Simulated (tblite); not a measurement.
Compound: C7H15P.
Cartesian coordinates in Å at the GFN2-xTB level; atoms count from 1:
```xyz
23
C7H15P angstrom
C      2.8154   -0.5696   -0.4637
P      1.0335   -0.3951   -0.9416
C      0.7902    1.3110   -0.2296
C     -0.6416    1.8293   -0.2906
C     -1.6556    0.9585    0.4527
C     -1.9152   -0.3826   -0.2437
C     -1.1831   -1.5734    0.3730
C      0.3263   -1.3669    0.4839
H      3.1439   -1.5830   -0.6871
H      2.9690   -0.3655    0.5955
H      3.4116    0.1222   -1.0559
H      1.4324    1.9807   -0.8109
H      1.1485    1.3159    0.8055
H     -0.6589    2.8360    0.1390
H     -0.9517    1.9136   -1.3349
H     -1.3164    0.7912    1.4767
H     -2.5925    1.5177    0.5106
H     -1.6124   -0.2998   -1.2917
H     -2.9855   -0.6016   -0.2303
H     -1.3818   -2.4461   -0.2531
H     -1.5910   -1.7826    1.3662
H      0.5809   -0.8450    1.4115
H      0.8291   -2.3378    0.5016
```

Level: GFN2-xTB in tblite, geometry and Hessian alike; calculated harmonic values, unscaled, isolated species. The method is semi-empirical: single wavenumbers can be off by several per cent or more. One conformer, not necessarily the lowest.

Harmonic wavenumbers (cm⁻¹): 127.3, 157.1, 180.1, 192.4, 216.6, 241.6, 303.8, 317.2, 358.7, 476.1, 478.6, 669.2, 697.8, 728.7, 738.2, 800.9, 829.8, 864.9, 873.7, 878.1, 941.9, 953.4, 990.2, 1036.4, 1050.0, 1105.8, 1122.5, 1149.8, 1165.7, 1185.3, 1210.2, 1239.6, 1254.9, 1271.0, 1288.6, 1322.4, 1340.9, 1349.0, 1354.1, 1368.0, 1437.7, 1449.3, 1452.5, 1462.0, 1477.3, 1490.1, 1493.1, 1500.0, 2908.7, 2919.5, 2935.5, 2941.6, 2943.6, 2949.5, 2955.6, 2959.9, 2970.2, 2975.9, 2980.8, 2983.1, 2987.5, 3010.6, 3014.3.

A = 2483, B = 1462, C = 1052 MHz; mass 130.091 u (most abundant isotopes); point group C1, symmetry number 1.

**Question.** Zero-point energy?

**Answer.** ½Σν̃ = 45014 cm⁻¹ = 128.70 kcal/mol.

**Question.** Give the ideal-gas entropy at 298.15 K and 1 bar in the rigid-rotor, harmonic-oscillator model (classical rotation).

**Answer.** Translation 40.53, rotation 28.82, vibration 22.35: S = 91.7 cal/(mol K).

**Question.** And Cp and H(298.15 K) − H(0)?

**Answer.** Cp = 37.99 cal/(mol K), of which vibrations give 30.04 (their classical limit is 63 R = 125.2); H(298.15 K) − H(0) = 6.38 kcal/mol without the zero-point energy, 4.01 from vibrations.

**Question.** What must be added to the electronic energy to get the Gibbs energy at 298.15 K and 1 bar?

**Answer.** ZPE + [H(298.15 K) − H(0)] − T·S = 128.70 + 6.38 − 27.34 = 107.74 kcal/mol.

**Question.** How do the functions run with temperature in this model?

**Answer.** 
```json
{"T (K)": "100", "S (cal/(mol K))": "64.5", "Cp (cal/(mol K))": "16.2", "H − H(0) (kcal/mol)": "1.08", "G − H(0) (kcal/mol)": "-5.38", "ln q(vib)": "0.54"}
{"T (K)": "200", "S (cal/(mol K))": "79.0", "Cp (cal/(mol K))": "26.6", "H − H(0) (kcal/mol)": "3.22", "G − H(0) (kcal/mol)": "-12.58", "ln q(vib)": "2.35"}
{"T (K)": "300", "S (cal/(mol K))": "91.9", "Cp (cal/(mol K))": "38.2", "H − H(0) (kcal/mol)": "6.45", "G − H(0) (kcal/mol)": "-21.13", "ln q(vib)": "4.53"}
{"T (K)": "500", "S (cal/(mol K))": "117.1", "Cp (cal/(mol K))": "61.6", "H − H(0) (kcal/mol)": "16.51", "G − H(0) (kcal/mol)": "-42.05", "ln q(vib)": "9.36"}
{"T (K)": "800", "S (cal/(mol K))": "151.7", "Cp (cal/(mol K))": "85.3", "H − H(0) (kcal/mol)": "38.84", "G − H(0) (kcal/mol)": "-82.50", "ln q(vib)": "17.05"}
{"T (K)": "1000", "S (cal/(mol K))": "171.9", "Cp (cal/(mol K))": "95.8", "H − H(0) (kcal/mol)": "57.01", "G − H(0) (kcal/mol)": "-114.89", "ln q(vib)": "22.08"}
```

q(vib) and H(0) count from the zero-point level.

Hindered rotation and anharmonicity are outside this model. Other conformers, if any are populated, would add a mixing term that is left out. The structure is chiral; the term R ln 2 for an equal mix with its mirror image is left out.
